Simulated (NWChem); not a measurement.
# C3H6Si; SMILES C[SiH2]C#C

Results from NWChem. Structure relaxed at the PBE-D3(BJ)/def2-SVP level. Level: M06-2X/def2-SVP with SMD (1 M gas to 1 M solution), gas-phase geometry. Reactions with the solvent are ignored.

```csv
solvent,dielectric constant,solvation free energy (kcal/mol),cavity-dispersion-structure term (kcal/mol),dipole in solution (D)
water,78.4,1.7,5.7,0.95
tetrahydrofuran,7.43,-1.5,1.9,0.92
1-octanol,9.86,-0.9,2.7,0.92
chloroform,4.71,-2.2,0.9,0.89
"N,N-dimethylformamide",37.2,-1.1,2.8,0.95
```
